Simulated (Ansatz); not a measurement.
CH$_{6}$S$_{2}$Si, SMILES `CSS[SiH3]`, relaxed with RKS PBE0-D4/def2-TZVP in the Gaussian-basis code of Ansatz from a PBE-D4/def2-SVP geometry. The force threshold is 0.005 eV/Å; the program also tests the step.

The species carries charge 0 and has multiplicity 1.

Start:

```xyz
10

C     0.958    0.991    1.399
S     1.479   -0.490    0.471
S     0.835   -0.014   -1.485
Si   -1.126   -0.932   -1.317
H     1.460    1.899    1.013
H     1.281    0.812    2.445
H    -0.142    1.118    1.377
H    -1.902   -0.306   -0.191
H    -1.015   -2.412   -1.090
H    -1.829   -0.664   -2.622
```

How much energy does the relaxation release, and in how many steps? (Best estimate.)

The calculation gave: 0.06 eV, in 7 steps.

Which bonds change most? (Estimate.)

Computed: S2–S3 from 2.113 to 2.060 Å; S3–Si4 from 2.171 to 2.141 Å; C1–S2 from 1.824 to 1.800 Å; Si4–H8 from 1.504 to 1.485 Å.

Give the relaxed structure. (An estimate is asked.)

Computed: 
```xyz
10

C     0.937    0.973    1.374
S     1.450   -0.486    0.452
S     0.834   -0.021   -1.459
Si   -1.105   -0.913   -1.294
H     1.436    1.864    0.996
H     1.244    0.796    2.408
H    -0.145    1.098    1.337
H    -1.852   -0.294   -0.169
H    -0.986   -2.373   -1.070
H    -1.813   -0.645   -2.575
```
